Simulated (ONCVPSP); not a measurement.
## Which change was made? (F, ONCV)

```
Element                 : F (Z = 9)
Generator               : ONCVPSP 4.0.1
Type                    : optimised norm-conserving Vanderbilt (ONCV)
Functional              : Wu-Cohen
Relativity              : scalar-relativistic
Frozen core             : none
Valence charge          : 9
Reference configuration : 1s2 2s1.75 2p5.25
Partial waves           : 1s+2s: rc 0.40 bohr, ncon 3, nbas 7, qcut 34.1 1/bohr, 2 projectors; 2p: rc 1.35 bohr, ncon 4, nbas 8, qcut 10.4 1/bohr, 1 projector; d scattering state at 0.24 Ha: rc 1.15 bohr, ncon 4, nbas 8, qcut 8.4 1/bohr, 2 projectors, debl 0.8 Ha
Local potential         : polynomial inside 0.35 bohr (lpopt 5, dvloc0 4 Ha)
Core correction         : none
```

Cutoffs, loose and tight: the cutoffs (Ha) at which the residual kinetic energy of the hardest occupied pseudo-wave falls to 1 and 0.1 mHa per electron. They do not see the model core or the augmentation charge, which bear on the density cutoff. Test errors are all-electron minus pseudo excitation energies from the reference, over the configurations 1s2 2s2 2p5; 1s2 2s2 2p4; 1s2 2s2 2p3; 1s2 2s2 2p1; variants that change the core or the reference have their own tests.

The base gives: outcome: generated; cutoff, loose: 434 Ha; cutoff, tight: 491 Ha; bound ghosts: none; GHOST(+) flags above zero: d; largest test error (meV): +2090.

Problem. After one change the result is: outcome: generated; cutoff, loose: 296 Ha; cutoff, tight: 357 Ha; bound ghosts: none; GHOST(+) flags above zero: d; largest test error (meV): +2093. Which change was it?
A. s: rc 0.5
B. s: rc 0.58
C. s: rc 0.28; local potential polynomial inside 0.28 bohr (lpopt 5, dvloc0 4 Ha)

Solution. B. The others give: s: rc 0.28; local potential polynomial inside 0.28 bohr (lpopt 5, dvloc0 4 Ha) → outcome: generated; cutoff, loose: 569 Ha; cutoff, tight: 1870 Ha; bound ghosts: none; GHOST(+) flags above zero: d; largest test error (meV): +2109 | s: rc 0.5 → outcome: generated; cutoff, loose: 366 Ha; cutoff, tight: 420 Ha; bound ghosts: none; GHOST(+) flags above zero: d; largest test error (meV): +2093.
